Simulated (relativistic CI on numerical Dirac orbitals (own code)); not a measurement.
# Sensitivity of the levels of Dy6+ to α and to the nuclear radius

Method of calculation: Dirac-Coulomb-Breit CI, KLI orbitals optimised for each configuration, derivatives by finite differences, unscaled Slater integrals, QED left out (own radial code, finite nucleus).

Configurations in the expansion (outside the closed core [Kr] 4d10 5s2): 4f⁸5p⁴. The list is cut by size and lacks configurations that can hold low levels.

With x = (α/α₀)² − 1 an excitation energy changes as ω = ω₀ + qx; K = 2q/ω₀ is the relative enhancement. Terms are leading LS components, so labels can repeat. The field-shift factor is F = δν/δ⟨r²⟩ for the transition from the lowest level.

Lowest level 4f⁸5p⁴ ⁹G8.

```tsv
Level	ω₀ (cm⁻¹)	q (cm⁻¹)	F (GHz/fm²)
4f⁸5p⁴ ⁹F7	29.2	4965	-0.275
4f⁸5p⁴ ⁹F6	1484.2	6572	-0.206
4f⁸5p⁴ ⁹F5	3558.3	7888	-0.167
4f⁸5p⁴ ⁹F4	5805.4	8746	-0.134
4f⁸5p⁴ ⁹F3	8086.4	8999	-0.0822
4f⁸5p⁴ ⁷F6	10170.9	1907	-0.155
4f⁸5p⁴ ⁹D2	10258.3	8034	0.0444
4f⁸5p⁴ ⁹G7	10554.9	7004	-0.554
4f⁸5p⁴ ⁷F5	13756.9	5201	-0.156
4f⁸5p⁴ ⁹D4	15505.4	5562	-0.144
4f⁸5p⁴ ⁹F1	15901.2	16310	-0.788
4f⁸5p⁴ ⁹D3	16100.9	7238	-0.185
4f⁸5p⁴ ⁹F2	16114.7	10500	-0.367
```

At this charge configurations can still be misplaced by up to about 7 % of their energy. Terms inside the open d or f shell come out 10 to 20 % too wide with unscaled integrals. Levels and lines within the n = 5 or 6 shells can be off by up to 10 % or somewhat more, and those that change n by about 2 %, since core polarisation is missing.

(1) Which transition from the lowest level has the largest |K|?

Answers

(1) 4f⁸5p⁴ ⁹F7 at 29.2 cm⁻¹, K = 340.
